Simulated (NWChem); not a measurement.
# TiO2; SMILES [O]=[Ti]=[O]

```xyz
3

Ti     0.0000     0.0000     0.3963
O      1.3256     0.0000    -0.5271
O     -1.3256     0.0000    -0.5271
```
Atoms are numbered in this order, from 1.

All runs: NWChem. Pople sets run with spherical d functions. STO-3G and 3-21G are far too small for this property and stand as cheap habits. All runs use the structure optimised with PBE0/def2-SVP. GIAO values for the isolated, static molecule; σ is the absolute isotropic shielding, δ = σ(reference) − σ with the isolated reference molecule computed at the same levels (17O: water).

| level | σ Ti1 (ppm) | δ O2 (ppm) | relative time |
|---|---|---|---|
| LDA (Slater exchange, VWN5)/pcSseg-1 | -295.3 | 1207.6 | 10 |
| B3LYP/6-31G* | -196.4 | 1133.0 | 30 |
| Hartree-Fock/6-31G* | -241.7 | 1511.0 | 9 |
| Hartree-Fock/STO-3G | 1235.3 | 469.9 | 1 |

Relative times are rough (shared machine, one core).
